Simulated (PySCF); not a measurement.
CrO₃ (SMILES [O]=[Cr](=[O])=[O]), singlet, at a GFN2-xTB geometry (such geometries of metal compounds can be far from the true shape). Base run: B3LYP/6-31G (PySCF).

The PySCF input:
```python
from pyscf import gto, scf, dft, solvent

mol = gto.M(
    atom='''
Cr    0.12707131   -0.10612278   -0.15324601
O    -1.15167588   -0.97261966    0.05067432
O    -0.20759183    1.29828977   -0.73909642
O     0.97805377   -0.00730177    1.14816015
''',
    basis='6-31g',
    verbose=4,
)

mf = dft.RKS(mol)
mf.xc = 'b3lyp'
mf.kernel()
```

Variants of this job, named by their change:

```
change                                                          ΔE vs base (kJ/mol)  dipole (D)  HOMO-LUMO gap (eV)
--------------------------------------------------------------  -------------------  ----------  ------------------
base                                                                           0.00        3.66                3.36
model = IEF-PCM; solvent = tetrahydrofuran; vdw_scale = 1.4                  -20.72        3.89                3.55
model = IEF-PCM; solvent = tetrahydrofuran; vdw_scale = 1.1                   -47.6        4.07                3.74
model = IEF-PCM; solvent = tetrahydrofuran                                    -35.2        3.99                3.66
model = IEF-PCM; solvent = tetrahydrofuran; vdw_scale = 1.0                   -66.1        4.18                3.84
model = IEF-PCM; solvent = 2-propanol                                         -40.5        4.04                3.70
model = IEF-PCM; solvent = tetrahydrofuran; r_probe = 0.5                    -17.59        3.86                3.53
model = ddCOSMO; solvent = tetrahydrofuran                                    -99.3        4.34                4.02
model = SS(V)PE; solvent = tetrahydrofuran                                    -35.1        3.99                3.66
model = IEF-PCM; solvent = tetrahydrofuran; lebedev_order = 41                -35.2        3.99                3.66
model = C-PCM; solvent = tetrahydrofuran                                      -37.7        4.02                3.68
model = COSMO; solvent = tetrahydrofuran                                      -35.2        3.99                3.66
```

The base is the gas phase, so ΔE is the electrostatic part of solvation at a fixed geometry, without cavity and dispersion terms.
